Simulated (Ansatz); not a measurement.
`[CH3][GeH2][C]1=CC1` + H₂S → `SC1=CC1` + `[CH3][GeH3]`  (substitution at a C–Ge bond)

Computed with Ansatz on PBE0-D4/def2-TZVP structures; ΔE is electronic, products minus reactants. CCSD(T)/CBS adds triple-zeta CCSD(T) − MP2 to the extrapolated MP2 energy (def2 sets, frozen cores). This one scheme is used for every species. Functionals use def2-TZVPP. For Ge outer-core shells are correlated without core-valence functions, which leaves a few kJ/mol of doubt a bond. Scalar relativity is left out up to krypton. One conformer a species, not always the lowest.

| species | PBE energy (Eh) |
| --- | --- |
| `[CH3][GeH2][C]1=CC1` | -2233.67250 |
| H₂S | -399.22783 |
| `SC1=CC1` | -514.55325 |
| `[CH3][GeH3]` | -2118.34021 |

Question: Work out ΔE.

Answer: ΔE = (-514.55325) + (-2118.34021) − (-2233.67250) − (-399.22783) = 0.00687 Eh = +18.0 kJ/mol. CCSD(T)/CBS gives +38.4 kJ/mol.

Largest T1 diagnostic among the species: 0.011.

From PBE to PBE0 (25 % exact exchange), in def2-TZVPP and without D4, ΔE moves by +5.6 kJ/mol.
